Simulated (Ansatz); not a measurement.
Gas-phase electronic energies from Ansatz, PBE0-D4/def2-TZVP geometries. CBS: MP2 limit from def2 TZ/QZ plus the TZ coupled-cluster correction, frozen cores. This one scheme is used for every species. DFT in def2-TZVPP. def2 core potentials past Kr. For Sb outer-core shells are correlated without core-valence functions, which leaves a few kJ/mol of doubt a bond. Each species was taken in one conformer, which may not be the lowest.

`S[CH2][SbH2]` + `C=C=N` → `C=C=[N][SbH2]` + CH₃SH  (ligand exchange at the Sb–C bond)

CCSD(T)/CBS gives -0.33 eV.

(1) Another level gave -0.38 eV. Which?
A. LDA (SPW92)/def2-TZVPP
B. r2SCANh/def2-TZVPP
C. HF/def2-TZVPP
D. BHLYP/def2-TZVPP

(2) What do rigid-rotor, harmonic-oscillator terms from PBE0-D4/def2-TZVP frequencies (298.15 K, 1 bar) make of the CCSD(T)/CBS value? (An estimate is asked.)

Largest T1 diagnostic among the species: 0.015.

Answers

(1) B. r2SCANh -0.38, LDA (SPW92) -0.29, BHLYP -0.45, HF/def2-TZVPP -0.49 eV.

(2) Computed: ΔZPE = +0.01 eV, ΔH = -0.32 eV, ΔS = 2 J/(mol·K), ΔG = -0.32 eV.

In def2-TZVPP, CCSD(T) changes the Hartree–Fock value by +0.15 eV (the triples alone add +0.00 eV) and MP2 by +0.12 eV. Leaving LDA and LC-ωPBE aside and taking each functional with its dispersion term where it has one, the values, not all of them listed here, spread over 0.11 eV, from B97M-V to PBE0-D4. LDA lies +0.08 eV from PBE without D4.
